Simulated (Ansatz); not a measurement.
Ansatz (a first-principles code) input (CCSD(T)/def2-SVPD):

Ansatz 0.2 input:
```yaml
crystal:
  periodic: [false, false, false]
  atoms:
    - {symbol: In, position_ang: [-0.00000000, -0.00000000, -0.03780298]}
    - {symbol: H, position_ang: [0.00000000, 0.00000000, 1.85234582]}
basis:
  gaussian:
    orbitals: def2-SVPD
total_charge: 1
magnetization: {spin_polarized: true, initial_magnetization: 1}
correlation: {method: ccsd_t, electrons: outside_noble_gas}
output: {forces: true}
```

End of the output:

```
integrals: 0.02 GiB planned
505 factors; integrals over basis functions are off by at most 2.4e-4 eV
mean field: 0.09 GiB planned
mean field evaluation 1: about -5156.4069 eV, gradient 5.7e0 eV
mean field evaluation 2: about -5156.4115 eV, gradient 5.7e0 eV
mean field evaluation 4: about -5156.9542 eV, gradient 1.1e0 eV
mean field evaluation 8: about -5156.9839 eV, gradient 1.0e-2 eV
mean field evaluation 16: about -5156.9766 eV, gradient 2.8e-1 eV
mean field -5156.98389923 eV, -189.5156627675 hartree, gradient 1.6e-6 eV, S^2 0.812133; 0 other end points of the search recorded, 0 dependent functions left out
9 core orbitals not correlated
reference -5156.98389923 eV, -189.5156627675 hartree; 2, 1 occupied and 29, 30 virtual orbitals, 505 factors
densities: 0.09 GiB planned
second order -0.66382762 eV of doubles, -0.00000000 eV of singles
coupled cluster: 0.08 GiB planned
cycle   1  -0.86358942 eV  change   -2.0e-1 eV  update   5.3e-2
cycle   2  -1.01729721 eV  change   -1.5e-1 eV  update   2.9e-2
cycle   3  -1.03478082 eV  change   -1.7e-2 eV  update   8.7e-3
cycle   4  -1.03998164 eV  change   -5.2e-3 eV  update   2.4e-3
cycle   5  -1.03847146 eV  change    1.5e-3 eV  update   9.0e-4
cycle   6  -1.03959651 eV  change   -1.1e-3 eV  update   4.0e-4
cycle   7  -1.03933424 eV  change    2.6e-4 eV  update   1.5e-4
cycle   8  -1.03930543 eV  change    2.9e-5 eV  update   2.8e-5
cycle   9  -1.03932818 eV  change   -2.3e-5 eV  update   6.6e-6
cycle  10  -1.03932200 eV  change    6.2e-6 eV  update   1.5e-6
cycle  11  -1.03932223 eV  change   -2.3e-7 eV  update   4.0e-7
perturbative correction -0.00888100 eV, -0.0003263709 hartree
the calculation of the forces begins
Total energy: -5158.03210246 eV, -189.5541835257 hartree
Atom 0 at    -0.000000    -0.000000    -0.037803 Å, force    -0.000000     0.000000     0.151417 eV/Å
Atom 1 at     0.000000     0.000000     1.852346 Å, force    -0.000000    -0.000000    -0.151417 eV/Å
Dipole moment:    -0.000000    -0.000000    -0.014004 e Å
```
